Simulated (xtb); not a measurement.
ITl (SMILES [I][Tl]), singlet, geometry from GFN2-xTB (such geometries of metal compounds can be far from the true shape); GFN2-xTB with GBSA(water) (xtb).

Here is a job for xtb.
```
$ xtb mol.xyz --gfn 2 --gbsa water --json

# file mol.xyz
2

Tl    -0.00000000    -0.00000000    -1.11644266
I      0.00000000     0.00000000     1.70626142
```

The log (banner, timings and long lists left out):

```
   ID    Z sym.   atoms
    1   81 Tl     1
    2   53 I      2

           -------------------------------------------------
          |                Calculation Setup                |
           -------------------------------------------------

           -------------------------------------------------
          |                 G F N 2 - x T B                 |
           -------------------------------------------------

      * Solvation model:               GBSA
        Solvent                        water
        Parameter file                 internal GFN2-xTB/GBSA
        Dielectric constant                8.0200E+01
        Reference state                gsolv [1 M gas/solution]
        Free energy shift                  1.8574E-03 Eh       1.1656E+00 kcal/mol
        Temperature                        2.9815E+02 K
        Density                            1.0000E+00 kg/L
        Solvent mass                       1.8000E+01 g/mol
        Interaction kernel             Still
        Born radius scaling (c1)           1.5524E+00
        Born radii integrator          GBOBC
        Born offset                        2.4628E-02 a0       4.6540E-02 AA
        H-bond correction              true
        Ion screening                  false
        Surface tension                    1.0000E-05 Eh       1.5569E+01 dyn/cm
        Grid points                               230 per atom

          ...................................................
          :                      SETUP                      :
          :.................................................:
          :  # basis functions                  14          :
          :  # atomic orbitals                  13          :
          :  # shells                            5          :
          :  # electrons                        10          :
          :  max. iterations                   250          :
          :  Hamiltonian                  GFN2-xTB          :
          :  restarted?                      false          :
          :  GBSA solvation                   true          :
          :  PC potential                    false          :
          :  electronic temp.          300.0000000     K    :
          :  accuracy                    1.0000000          :
          :  -> integral cutoff          0.2500000E+02      :
          :  -> integral neglect         0.1000000E-07      :
          :  -> SCF convergence          0.1000000E-05 Eh   :
          :  -> wf. convergence          0.1000000E-03 e    :
          :  Broyden damping             0.4000000          :
          :  net charge                          0          :
          :  unpaired electrons                  0          :
          ...................................................

 iter      E             dE          RMSdq      gap      omega  full diag
   1     -5.4923589 -0.549236E+01  0.224E+01    6.26       0.0  T
   2     -5.4945707 -0.221186E-02  0.126E+01    6.64       1.0  T
   3     -5.4958808 -0.131010E-02  0.174E+00    7.15       1.0  T
   4     -5.4960694 -0.188536E-03  0.694E-01    7.19       1.0  T
   5     -5.4960982 -0.288274E-04  0.309E-01    7.22       1.0  T
   6     -5.4961013 -0.310270E-05  0.118E-01    7.20       1.0  T
   7     -5.4961023 -0.958719E-06  0.541E-02    7.19       1.3  T
   8     -5.4961023 -0.345346E-07  0.265E-03    7.19      26.7  T
   9     -5.4961023 -0.431770E-09  0.502E-04    7.19     140.8  T
  10     -5.4961023 -0.268434E-10  0.365E-04    7.19     193.7  T

   *** convergence criteria satisfied after 10 iterations ***

         :::::::::::::::::::::::::::::::::::::::::::::::::::::
         ::                     SUMMARY                     ::
         :::::::::::::::::::::::::::::::::::::::::::::::::::::
         :: total energy              -5.495815041622 Eh    ::
         :: total w/o Gsasa/hb        -5.495760945940 Eh    ::
         :: gradient norm              0.017400557778 Eh/a0 ::
         :: HOMO-LUMO gap              7.187729558456 eV    ::
         ::.................................................::
         :: SCC energy                -5.496102305622 Eh    ::
         :: -> isotropic ES            0.018586065504 Eh    ::
         :: -> anisotropic ES          0.004897617122 Eh    ::
         :: -> anisotropic XC         -0.007295326161 Eh    ::
         :: -> dispersion             -0.001116970908 Eh    ::
         :: -> Gsolv                  -0.008633770677 Eh    ::
         ::    -> Gelec               -0.008579674994 Eh    ::
         ::    -> Gsasa               -0.000070436048 Eh    ::
         ::    -> Ghb                 -0.001841102762 Eh    ::
         ::    -> Gshift               0.001857443127 Eh    ::
         :: repulsion energy           0.000287264000 Eh    ::
         :: add. restraining           0.000000000000 Eh    ::
         :: total charge              -0.000000000000 e     ::
         :::::::::::::::::::::::::::::::::::::::::::::::::::::

           -------------------------------------------------
          |                Property Printout                |
           -------------------------------------------------

    * Orbital Energies and Occupations

         #    Occupation            Energy/Eh            Energy/eV
      -------------------------------------------------------------
         1        2.0000           -0.6885069             -18.7352
         2        2.0000           -0.6743575             -18.3502
         3        2.0000           -0.3962076             -10.7814
         4        2.0000           -0.3866912             -10.5224
         5        2.0000           -0.3866912             -10.5224 (HOMO)
         6                         -0.1225470              -3.3347 (LUMO)
         7                         -0.1225470              -3.3347
         8                          0.0709045               1.9294
         9                          0.0952122               2.5909
        10                          0.0952122               2.5909
        11                          0.1291343               3.5139
        12                          0.1291343               3.5139
        13                          0.4908897              13.3578
      -------------------------------------------------------------
                  HL-Gap            0.2641442 Eh            7.1877 eV
             Fermi-level           -0.2546191 Eh           -6.9285 eV

     #   Z          covCN         q      C6AA      α(0)
     1  81 Tl       0.818     0.493   631.212    65.725
     2  53 I        0.818    -0.493   409.940    34.953

 Mol. C6AA /au·bohr⁶  :       2007.906328
 Mol. C8AA /au·bohr⁸  :     277934.393908
 Mol. α(0) /au        :        100.678251

Wiberg/Mayer (AO) data.
largest (>0.10) Wiberg bond orders for each atom

 ---------------------------------------------------------------------------
     #   Z sym  total        # sym  WBO       # sym  WBO       # sym  WBO
 ---------------------------------------------------------------------------
     1  81 Tl   0.840 --     2 I    0.840
     2  53 I    0.840 --     1 Tl   0.840
 ---------------------------------------------------------------------------

Topologies differ in total number of bonds
Writing topology from bond orders to xtbtopo.mol

molecular dipole:
                 x           y           z       tot (Debye)
 q only:        0.000       0.000      -2.632
   full:       -0.000       0.000      -3.758       9.553
molecular quadrupole (traceless):
                xx          xy          yy          xz          yz          zz
 q only:        1.467       0.000       1.467       0.000       0.000      -2.934
  q+dip:        4.976       0.000       4.976       0.000       0.000      -9.952
   full:        5.649      -0.000       5.649       0.000       0.000     -11.298

           -------------------------------------------------
          | TOTAL ENERGY               -5.495815041622 Eh   |
          | GRADIENT NORM               0.017400557778 Eh/α |
          | HOMO-LUMO GAP               7.187729558456 eV   |
           -------------------------------------------------

normal termination of xtb
```
